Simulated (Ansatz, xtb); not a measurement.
**Relative energy of two isomers of C5H5BFN**

Structure I is `Bc1ccc(F)nc1`, a singlet and structure II is `Bc1cccnc1F`, a singlet. Both are isolated molecules in the gas phase, relaxed with B3LYP/def2-SVP; the shapes shown needn't be the lowest conformers.

I (Å):

```tsv
atom	x (Å)	y (Å)	z (Å)
C	-0.4575	-0.8406	2.1248
C	-1.2392	-0.0533	1.2425
C	-1.3335	-0.3861	-0.1016
C	-0.6243	-1.5213	-0.5185
C	0.1938	-1.9516	1.5443
B	-0.3140	-0.5232	3.6234
F	-0.6927	-1.8688	-1.8000
N	0.1141	-2.2860	0.2549
H	0.3646	-1.2271	4.3303
H	-0.8789	0.4311	4.1004
H	-1.7707	0.8221	1.6259
H	-1.9217	0.1880	-0.8190
H	0.8145	-2.6022	2.1716
```

II (Å):

```xyz
13

C    -0.5112   -0.5805    2.0435
C    -1.6264   -1.1538    1.3944
C    -1.5063   -1.7056    0.1196
C    -0.2481   -1.6702   -0.4882
C     0.6887   -0.6257    1.2908
B    -0.6209    0.0353    3.4533
F     1.7929   -0.1087    1.8226
N     0.8338   -1.1373    0.0905
H     0.3269    0.5236    4.0086
H    -1.6944    0.0209    4.0052
H    -2.5904   -1.1578    1.9105
H    -2.3586   -2.1525   -0.3957
H    -0.1027   -2.0912   -1.4900
```

Quicker runs give these differences E(II) − E(I): GFN2-xTB −0.21 kcal/mol; HF/STO-3G −0.31 kcal/mol (at GFN2-xTB geometries); r2SCAN-D4/def2-SVP +0.12 kcal/mol (at GFN2-xTB geometries).

Estimate E(II) − E(I) at the level CCSD(T)/def2-SVP + ΔMP2/def2-TZVPP.

Too close to call at this level: CCSD(T)/def2-SVP + ΔMP2/def2-TZVPP gives E(II) − E(I) = +0.73 kcal/mol.

Level by level:

```csv
level,geometry,E(II) − E(I) (kcal/mol),departure from the last row (kcal/mol),"job, with rough time for the two"
GFN2-xTB,GFN2-xTB,−0.21,−0.94,"optimisation, 0.15 s"
HF/STO-3G,GFN2-xTB,−0.31,−1.05,"single point, 0.46 s"
r2SCAN-D4/def2-SVP,GFN2-xTB,+0.12,−0.61,"single point, 3.2 s"
B3LYP/def2-SVP,B3LYP/def2-SVP,+0.31,−0.42,"optimisation, 33 s"
HF/def2-SVP,B3LYP/def2-SVP,+0.41,−0.33,part of the CCSD(T) run
MP2/def2-SVP,B3LYP/def2-SVP,+0.18,−0.56,part of the CCSD(T) run
CCSD(T)/def2-SVP,B3LYP/def2-SVP,+0.15,−0.59,single point
CCSD(T)/def2-SVP + ΔMP2/def2-TZVPP,B3LYP/def2-SVP,+0.73,,"single point, 53 s"
```

As drawn, both hold the same kinds of bond in the same numbers.

The largest departure from CCSD(T)/def2-SVP + ΔMP2/def2-TZVPP is that of HF/STO-3G, 1.05 kcal/mol. The last row adds to CCSD(T) the change of the MP2 difference between the two basis sets, here +0.59 kcal/mol.

With thermal terms from frequencies at re-optimised GFN2-xTB minima (ideal gas, soft modes damped towards free rotors, one conformer each, 298.15 K, 1 atm): the zero-point term adds −0.01 kcal/mol; ΔH is +0.77 and ΔG +0.57 kcal/mol.

The correlated steps freeze 8 core orbitals. Codes used: Ansatz 0.2.0, xtb 6.7.1; the last row on 2 threads of Intel(R) Xeon(R) 6975P-C (Granite Rapids) on a shared host.
